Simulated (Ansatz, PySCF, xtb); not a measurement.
Process, species as SMILES: CO[Si](N)(OC)OC + 3 O (H2O) + 3 [SiH4] (SiH4) → 3 CO (CH4O) [methanol] + N[SiH3] + 3 O[SiH3]
Each molecule is optimised on its own at B3LYP-D3(BJ)/def2-TZVP (Ansatz, a first-principles code), one conformer each, not searched for the lowest. Frequencies are from Ansatz or PySCF.

Property: bond separation energy (enthalpy at 298 K, with B3LYP-D3(BJ) rigid-rotor harmonic-oscillator terms), in kJ/mol. Valence correlation only, unless marked. Spin-orbit coupling is left out. No relativistic terms. CBS marks a two-point X^-3 extrapolation of the correlation energy; Hartree-Fock from the larger set. The bracket is a focal-point correction in the basis named.

| level | program | bond separation energy (kJ/mol) |
|---|---|---|
| GFN1-xTB | xtb | ? |
| GFN2-xTB | xtb | ? |
| BLYP-D3(BJ)/def2-TZVPD | Ansatz + dftd3 | ? |
| PBE0/6-31G* | Ansatz | 109.4 |
| r2SCANh-D4/def2-TZVPD | Ansatz + dftd4 | 116.0 |
| CCSD/6-31G | Ansatz | 162.2 |
| RI-MP2/CBS(cc-pV(T+d)Z,cc-pV(Q+d)Z)+[CCSD(T)-MP2]/cc-pV(T+d)Z | Ansatz | 111.5 |

**Question.** Fill in the missing entries.

**Answer.** 
- GFN1-xTB, bond separation energy (kJ/mol): -237.1
- GFN2-xTB, bond separation energy (kJ/mol): -47.6
- BLYP-D3(BJ)/def2-TZVPD, bond separation energy (kJ/mol): 108.3
